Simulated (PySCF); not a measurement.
# Where the electron goes

n-GeGeGeGeSiGeH14.
Bonds: Ge1–Ge2, Ge2–Ge3, Ge3–Ge4, Ge4–Si5, Si5–Ge6. Hydrogens: H7, H8, H9 on Ge1; H10, H11 on Ge2; H12, H13 on Ge3; H14, H15 on Ge4; H16, H17 on Si5; H18, H19, H20 on Ge6.

Method: TDDFT wB97X-D/def2-SVPD, vertical, gas phase, core orbitals frozen in the response (PySCF 2.14.0, density-fitted response routines). One conformer (not necessarily the lowest) at the PBE0-D3(BJ)/def2-SVP geometry, without solvent, vibrations or thermal averaging. Relativistic effects, spin–orbit coupling among them, are left out although an element past zinc is present.

Kohn–Sham orbitals with the atoms that hold most of them (Löwdin shares over 4%, at most four atoms; ? is withheld):

```json
{"orbital": "HOMO-3", "ε (eV)": "-10.32", "atoms": "Ge2 19%, Si5 14%, Ge3 11%, Ge6 10%"}
{"orbital": "HOMO-2", "ε (eV)": "-10.02", "atoms": "Ge2 14%, Ge1 12%, Si5 12%, Ge6 12%"}
{"orbital": "HOMO-1", "ε (eV)": "-9.52", "atoms": "Si5 22%, Ge4 18%, Ge6 12%, Ge3 11%"}
{"orbital": "HOMO", "ε (eV)": "-9.25", "atoms": "?"}
{"orbital": "LUMO", "ε (eV)": "1.08", "atoms": "?"}
{"orbital": "LUMO+1", "ε (eV)": "1.13", "atoms": "Ge3 18%, Ge4 15%, Ge2 15%, Ge1 10%"}
{"orbital": "LUMO+2", "ε (eV)": "1.30", "atoms": "Ge6 14%, Si5 12%, Ge4 10%, Ge3 10%"}
```

Task: Which atoms hold the HOMO, and with what shares?

Result: Ge3 (bonded to 2 Ge and 2 H) 27%; Ge2 (bonded to 2 Ge and 2 H) 22%; Ge4 (bonded to Ge, Si and 2 H) 18%; Ge1 (bonded to Ge and 3 H) 10%.

Task: Give the leading atoms of the LUMO.

Result: Ge4 (bonded to Ge, Si and 2 H) 16%; Si5 (bonded to 2 Ge and 2 H) 14%; Ge6 (bonded to Si and 3 H) 13%; Ge2 (bonded to 2 Ge and 2 H) 11%. By element: germanium 40% or more, silicon 14%.

Task: The HOMO–LUMO gap is 10.33 eV. Where does the response calculation put the lowest singlet, and from which orbitals?

Result: S1 is at 6.37 eV (f = 0.023), 3.96 eV below the gap, made of HOMO→LUMO (70%), HOMO-1→LUMO (10%). Without the coupling terms of the response equations the lowest excitation would equal the gap.

Task: Give energy, strength and leading configuration of S1 and S2, and follow the Löwdin shares of the leading atoms from the occupied to the empty orbital.

Result: 
- S1 (6.37 eV, f 0.023), HOMO→LUMO (70%): Ge3 27% → at most 11%, Ge2 22% → 11%, Ge4 18% → 16%, Si5 at most 10% → 14%
- S2 (6.41 eV, f 0.301), HOMO→LUMO+1 (72%): Ge3 27% → 18%, Ge2 22% → 15%, Ge4 18% → 15%

Löwdin shares depend on the basis, the more so with diffuse functions.

Time: 2.2 min wall, 4.6 min CPU (with the writing of density and orbital grids); peak memory 2.7 GiB. Hardware: Intel Xeon 6975P-C, 2 threads, no GPU, on a shared host.
